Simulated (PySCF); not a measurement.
Species, as SMILES: NB(F)F.
Geometry (B3LYP-D3(BJ)/def2-TZVP, fixed):
```xyz
6

B      0.0183    -0.0197     0.0248
F      1.2393    -0.4934    -0.2319
F     -0.5103    -0.2912     1.2198
N     -0.6792     0.7310    -0.9204
H     -1.5987     1.0964    -0.7469
H     -0.2993     0.9462    -1.8251
```

Basis-set convergence of the mean static polarisability at HF with PySCF. All functions are spherical. Density fitting with generated auxiliary sets. In sets without p functions on hydrogen, species with hydrogen take exact integrals. Species with rotatable bonds are taken in one conformer. No added dispersion term, no relativity. Reference: the value in d-aug-cc-pVTZ, 21.78 bohr³, itself unsure by roughly 0.4 % (its mean distance from aug-pcseg-2, aug-cc-pVTZ).

```tsv
basis	functions	mean static polarisability (bohr³)
STO-3G	22	8.84
3-21G	40	[?]
def2-SV(P)	60	15.06
6-31+G*	76	[?]
6-311G**	84	[?]
aug-cc-pVDZ	110	[?]
pcseg-2	148	19.37
jun-cc-pV(T+d)Z	184	21.62
aug-pcseg-2	230	21.69
```

### Question
Some entries are withheld; supply them.

### Answer

- 3-21G, mean static polarisability (bohr³): 12.34
- 6-31+G*, mean static polarisability (bohr³): 18.64
- 6-311G**, mean static polarisability (bohr³): 16.55
- aug-cc-pVDZ, mean static polarisability (bohr³): 21.41
